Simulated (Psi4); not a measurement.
NP, charge +1, doublet, at a GFN2-xTB geometry of the parent state (a state made from the parent by changing its charge; the spin is typed, not shown lowest); MP2/3-21G (Psi4).

The Psi4 input:
```
memory 2 GB

molecule {
1 2
  N    -0.00000000   -0.00000000   -0.99436149
  P     0.00000000    0.00000000    0.46403536
}

set basis 3-21g
set reference uhf

energy('mp2')
print_variables()
```

What the program printed (banner, timings and long lists left out):

```
    SCF Algorithm Type (re)set to DF.

   => Loading Basis Set <=

    Name: 3-21G
    Role: ORBITAL
    Keyword: BASIS

         ---------------------------------------------------------
                                   SCF
               by Justin Turney, Rob Parrish, Andy Simmonett
                          and Daniel G. A. Smith
                              UHF Reference
         ---------------------------------------------------------

  ==> Geometry <==

    Molecular point group: c2v
    Full point group: C_inf_v

    Geometry (in Angstrom), charge = 1, multiplicity = 2:

       Center              X                  Y                   Z               Mass
    ------------   -----------------  -----------------  -----------------  -----------------
         N            0.000000000000     0.000000000000    -1.004340032462    14.003074004430
         P            0.000000000000     0.000000000000     0.454056817538    30.973761998420

  Running in c2v symmetry.

  Rotational constants: A = ************  B =      0.82190  C =      0.82190 [cm^-1]
  Rotational constants: A = ************  B =  24639.80826  C =  24639.80826 [MHz]
  Nuclear repulsion =   38.099099789162331

  Charge       = 1
  Multiplicity = 2
  Electrons    = 21
  Nalpha       = 11
  Nbeta        = 10

  ==> Algorithm <==

  SCF Algorithm Type is DF.
  DIIS enabled.
  MOM disabled.
  Fractional occupation disabled.
  Guess Type is SAD.
  Energy threshold   = 1.00e-08
  Density threshold  = 1.00e-08
  Integral threshold = 1.00e-12

  ==> Primary Basis <==

  Basis Set: 3-21G
    Blend: 3-21G
    Number of shells: 12
    Number of basis functions: 22
    Number of Cartesian functions: 22
    Spherical Harmonics?: false
    Max angular momentum: 1

   => Loading Basis Set <=

    Name: (3-21G AUX)
    Role: JKFIT
    Keyword: DF_BASIS_SCF

  ==> Integral Setup <==

  SCF_SUBTYPE=INCORE selected. In-core MEM_DF algorithm will be used.
  Using in-core AOs.

  ==> MemDFJK: Density-Fitted J/K Matrices <==

    J tasked:                   Yes
    K tasked:                   Yes
    wK tasked:                   No
    Algorithm:                 Core
    Schwarz Cutoff:           1E-12
    Mask sparsity (%):       0.4132
    Fitting Condition:        1E-10

   => Auxiliary Basis Set <=

  Basis Set: (3-21G AUX)
    Blend: DEF2-UNIVERSAL-JKFIT
    Number of shells: 63
    Number of basis functions: 248
    Number of Cartesian functions: 248
    Spherical Harmonics?: false
    Max angular momentum: 4

  Minimum eigenvalue in the overlap matrix is 6.3721440297E-02.
  Reciprocal condition number of the overlap matrix is 2.1041528858E-02.
    Using symmetric orthogonalization.

  ==> Pre-Iterations <==

  SCF Guess: Superposition of Atomic Densities via on-the-fly atomic UHF (no occupation information).

   -------------------------
    Irrep   Nso     Nmo
   -------------------------
     A1        12      12
     A2         0       0
     B1         5       5
     B2         5       5
   -------------------------
    Total      22      22
   -------------------------

  ==> Iterations <==

                           Total Energy        Delta E     RMS |[F,P]|

   @DF-UHF iter SAD:  -392.36626655660984   -3.92366e+02   0.00000e+00
   @DF-UHF iter   1:  -392.55891432803020   -1.92648e-01   2.49079e-02 DIIS/ADIIS
   @DF-UHF iter   2:  -392.54227011808291    1.66442e-02   3.53395e-02 DIIS/ADIIS
   @DF-UHF iter   3:  -392.66288903587815   -1.20619e-01   4.75527e-03 DIIS/ADIIS
   @DF-UHF iter   4:  -392.67368439519549   -1.07954e-02   3.07202e-03 DIIS/ADIIS
   @DF-UHF iter   5:  -392.68062679469750   -6.94240e-03   2.48367e-03 DIIS/ADIIS
   @DF-UHF iter   6:  -392.68745715460591   -6.83036e-03   2.16214e-03 DIIS/ADIIS
   @DF-UHF iter   7:  -392.69125246841173   -3.79531e-03   2.17291e-03 DIIS/ADIIS
   @DF-UHF iter   8:  -392.68205343378463    9.19903e-03   2.11602e-03 DIIS/ADIIS
   @DF-UHF iter   9:  -392.66420323018173    1.78502e-02   4.55696e-03 DIIS/ADIIS
   @DF-UHF iter  10:  -392.66833821801163   -4.13499e-03   4.00092e-03 DIIS/ADIIS
   @DF-UHF iter  11:  -392.67835235742712   -1.00141e-02   3.80212e-03 DIIS/ADIIS
   @DF-UHF iter  12:  -392.67780385801069    5.48499e-04   1.84055e-03 DIIS/ADIIS
   @DF-UHF iter  13:  -392.66917754061467    8.62632e-03   3.42897e-03 DIIS/ADIIS
   @DF-UHF iter  14:  -392.67090593754602   -1.72840e-03   2.17679e-03 DIIS/ADIIS
   @DF-UHF iter  15:  -392.66774385845883    3.16208e-03   2.05156e-03 DIIS/ADIIS
   @DF-UHF iter  16:  -392.67326162858632   -5.51777e-03   2.04586e-03 DIIS/ADIIS
   @DF-UHF iter  17:  -392.67242709439995    8.34534e-04   1.86980e-03 DIIS/ADIIS
   @DF-UHF iter  18:  -392.67251966188434   -9.25675e-05   1.60781e-03 DIIS/ADIIS
   @DF-UHF iter  19:  -392.67132450755065    1.19515e-03   1.64593e-03 DIIS/ADIIS
   @DF-UHF iter  20:  -392.67185213745063   -5.27630e-04   1.67445e-03 DIIS/ADIIS
   @DF-UHF iter  21:  -392.67175223260932    9.99048e-05   1.63263e-03 DIIS/ADIIS
   @DF-UHF iter  22:  -392.67315205484380   -1.39982e-03   1.88961e-03 DIIS/ADIIS
   @DF-UHF iter  23:  -392.66880054497398    4.35151e-03   1.51655e-03 DIIS/ADIIS
   @DF-UHF iter  24:  -392.67291392415439   -4.11338e-03   1.64686e-03 DIIS/ADIIS
   @DF-UHF iter  25:  -392.67324469903213   -3.30775e-04   1.70839e-03 DIIS/ADIIS
   @DF-UHF iter  26:  -392.67415311873469   -9.08420e-04   1.83682e-03 DIIS/ADIIS
   @DF-UHF iter  27:  -392.67038744444307    3.76567e-03   1.57738e-03 DIIS/ADIIS
   @DF-UHF iter  28:  -392.66937535263042    1.01209e-03   1.56824e-03 DIIS/ADIIS
   @DF-UHF iter  29:  -392.66835343986639    1.02191e-03   1.64457e-03 DIIS/ADIIS
   @DF-UHF iter  30:  -392.67026504261855   -1.91160e-03   1.51210e-03 DIIS/ADIIS
   @DF-UHF iter  31:  -392.67073449439897   -4.69452e-04   1.48293e-03 DIIS/ADIIS
   @DF-UHF iter  32:  -392.66957880437519    1.15569e-03   1.49622e-03 DIIS/ADIIS
   @DF-UHF iter  33:  -392.67261322051121   -3.03442e-03   1.62476e-03 DIIS/ADIIS
[...]
   @DF-UHF iter  47:  -392.66448218339423    3.22011e-03   1.79940e-03 DIIS/ADIIS
   @DF-UHF iter  48:  -392.65934657391279    5.13561e-03   2.63166e-03 DIIS/ADIIS
   @DF-UHF iter  49:  -392.65801771292280    1.32886e-03   2.85475e-03 DIIS/ADIIS
   @DF-UHF iter  50:  -392.66411656018630   -6.09885e-03   1.91252e-03 DIIS/ADIIS
   @DF-UHF iter  51:  -392.66364475077614    4.71809e-04   1.97563e-03 DIIS/ADIIS
   @DF-UHF iter  52:  -392.66036058927472    3.28416e-03   2.40097e-03 DIIS/ADIIS
   @DF-UHF iter  53:  -392.66090920658053   -5.48617e-04   2.30252e-03 DIIS/ADIIS
   @DF-UHF iter  54:  -392.65570248686652    5.20672e-03   3.19214e-03 DIIS/ADIIS
   @DF-UHF iter  55:  -392.66109133622513   -5.38885e-03   2.17223e-03 DIIS/ADIIS
   @DF-UHF iter  56:  -392.66811799565482   -7.02666e-03   1.08576e-03 DIIS/ADIIS
   @DF-UHF iter  57:  -392.67755129532924   -9.43330e-03   1.86213e-03 DIIS/ADIIS
   @DF-UHF iter  58:  -392.66439382437534    1.31575e-02   1.89392e-03 DIIS/ADIIS
   @DF-UHF iter  59:  -392.66405930983035    3.34515e-04   1.98736e-03 DIIS/ADIIS
   @DF-UHF iter  60:  -392.66497695278673   -9.17643e-04   1.83188e-03 DIIS/ADIIS
   @DF-UHF iter  61:  -392.66500230331548   -2.53505e-05   1.83004e-03 DIIS/ADIIS
   @DF-UHF iter  62:  -392.66476193110492    2.40372e-04   1.86764e-03 DIIS/ADIIS
   @DF-UHF iter  63:  -392.66454093134041    2.21000e-04   1.89990e-03 DIIS/ADIIS
   @DF-UHF iter  64:  -392.66399757851633    5.43353e-04   1.98499e-03 DIIS/ADIIS
   @DF-UHF iter  65:  -392.66477044841542   -7.72870e-04   1.86176e-03 DIIS/ADIIS
   @DF-UHF iter  66:  -392.66461294018757    1.57508e-04   1.87345e-03 DIIS/ADIIS
   @DF-UHF iter  67:  -392.66327517754280    1.33776e-03   2.10330e-03 DIIS/ADIIS
   @DF-UHF iter  68:  -392.67249936814460   -9.22419e-03   1.14458e-03 DIIS/ADIIS
   @DF-UHF iter  69:  -392.66754970122884    4.94967e-03   1.26267e-03 DIIS/ADIIS
   @DF-UHF iter  70:  -392.65122325597156    1.63264e-02   3.96064e-03 DIIS/ADIIS
   @DF-UHF iter  71:  -392.65952493282231   -8.30168e-03   2.50068e-03 DIIS/ADIIS
   @DF-UHF iter  72:  -392.65940953696827    1.15396e-04   2.56062e-03 DIIS/ADIIS
   @DF-UHF iter  73:  -392.65924350950235    1.66027e-04   2.58561e-03 DIIS/ADIIS
   @DF-UHF iter  74:  -392.66025778298291   -1.01427e-03   2.42542e-03 DIIS/ADIIS
   @DF-UHF iter  75:  -392.66000293333332    2.54850e-04   2.47042e-03 DIIS/ADIIS
   @DF-UHF iter  76:  -392.66114033784879   -1.13740e-03   2.32417e-03 DIIS/ADIIS
   @DF-UHF iter  77:  -392.66243703042596   -1.29669e-03   2.12088e-03 DIIS/ADIIS
   @DF-UHF iter  78:  -392.66027849576147    2.15853e-03   2.43029e-03 DIIS/ADIIS
   @DF-UHF iter  79:  -392.67241831693292   -1.21398e-02   1.35185e-03 DIIS/ADIIS
   @DF-UHF iter  80:  -392.66331445145215    9.10387e-03   1.89268e-03 DIIS/ADIIS
   @DF-UHF iter  81:  -392.66667748661825   -3.36304e-03   1.31140e-03 DIIS/ADIIS
   @DF-UHF iter  82:  -392.66823412155918   -1.55663e-03   1.20159e-03 DIIS/ADIIS
   @DF-UHF iter  83:  -392.67575783413952   -7.52371e-03   1.56577e-03 DIIS/ADIIS
   @DF-UHF iter  84:  -392.66781715686500    7.94068e-03   1.43218e-03 DIIS/ADIIS
   @DF-UHF iter  85:  -392.66983616979758   -2.01901e-03   1.39823e-03 DIIS/ADIIS
   @DF-UHF iter  86:  -392.67025193166688   -4.15762e-04   1.42453e-03 DIIS/ADIIS
   @DF-UHF iter  87:  -392.67029593993738   -4.40083e-05   1.38820e-03 DIIS/ADIIS
   @DF-UHF iter  88:  -392.66955569843020    7.40242e-04   1.37768e-03 DIIS/ADIIS
   @DF-UHF iter  89:  -392.66950030610695    5.53923e-05   1.39406e-03 DIIS/ADIIS
   @DF-UHF iter  90:  -392.66934950658339    1.50800e-04   1.39644e-03 DIIS/ADIIS
   @DF-UHF iter  91:  -392.66939950120201   -4.99946e-05   1.40391e-03 DIIS/ADIIS
   @DF-UHF iter  92:  -392.66611237137136    3.28713e-03   1.78834e-03 DIIS/ADIIS
   @DF-UHF iter  93:  -392.66835435072818   -2.24198e-03   1.40021e-03 DIIS/ADIIS
   @DF-UHF iter  94:  -392.66685396401766    1.50039e-03   1.49282e-03 DIIS/ADIIS
   @DF-UHF iter  95:  -392.66791350086237   -1.05954e-03   1.36436e-03 DIIS/ADIIS
   @DF-UHF iter  96:  -392.67635250674715   -8.43901e-03   1.74993e-03 DIIS/ADIIS
   @DF-UHF iter  97:  -392.66988287849188    6.46963e-03   1.40862e-03 DIIS/ADIIS
   @DF-UHF iter  98:  -392.66894359514811    9.39283e-04   1.48578e-03 DIIS/ADIIS
   @DF-UHF iter  99:  -392.67096625915860   -2.02266e-03   1.46245e-03 DIIS/ADIIS
   @DF-UHF iter 100:  -392.66993941789764    1.02684e-03   1.41183e-03 DIIS/ADIIS

PsiException: Could not converge SCF iterations in 100 iterations.

  Failed to converge.

Traceback (most recent call last):
  File "psi4", line 375, in <module>
  File "<string>", line 23, in <module>
  File "site-packages/psi4/driver/driver.py", line 533, in energy
  File "site-packages/psi4/driver/procrouting/proc.py", line 167, in select_mp2
  File "site-packages/psi4/driver/procrouting/proc.py", line 4366, in run_dfmp2
  File "site-packages/psi4/driver/procrouting/proc.py", line 2047, in scf_helper
  File "site-packages/psi4/driver/procrouting/scf_proc/scf_iterator.py", line 93, in scf_compute_energy
  File "site-packages/psi4/driver/procrouting/scf_proc/scf_iterator.py", line 86, in scf_compute_energy
  File "site-packages/psi4/driver/procrouting/scf_proc/scf_iterator.py", line 609, in scf_iterate

psi4.driver.p4util.exceptions.SCFConvergenceError: Could not converge SCF iterations in 100 iterations.

Printing out the relevant lines from the Psithon --> Python processed input file:
      P     0.00000000    0.00000000    0.46403536
    """)
    core.IO.set_default_namespace("")
    core.set_global_option("BASIS", "3-21g")
    core.set_global_option("REFERENCE", "uhf")
--> energy('mp2')
    print_variables()

!-------------------------------------------------------!
!                                                       !
!  Could not converge SCF iterations in 100 iterations. !
!                                                       !
!-------------------------------------------------------!
```

The run did not converge; its last values are not results.
